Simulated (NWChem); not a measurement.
A series in which one site is exchanged, each optimised at PBE0/def2-SVP with NWChem, gas phase unless a solvent is named. All stand in one matching conformer (torsions within 35°), which need not be the lowest. 

A: [Al]([OH])([OH])[Cl] (AlH₂O₂Cl; site = Cl)
B: [OH][Al]([OH])[F] (AlH2O2F; site = F)
C: [OH][AlH][OH] (AlH₃O₂; site = H)

Values for A:

```
Property                                             Result
---------------------------------------------------  ------
highest harmonic frequency (cm⁻¹), PBE0/def2-SVP       3990
static polarisability, PBE0/def2-SVPD (bohr³)          44.1
lowest singlet excitation, PBE0/def2-SVPD, TDA (eV)    6.97
```

How do these values change for the other members?


| change from A | B | C |
|---|---|---|
| highest harmonic frequency (cm⁻¹), PBE0/def2-SVP | +5 | +3 |
| static polarisability, PBE0/def2-SVPD (bohr³) | -14.0 | -9.7 |
| lowest singlet excitation, PBE0/def2-SVPD, TDA (eV) | -0.03 | +0.35 |
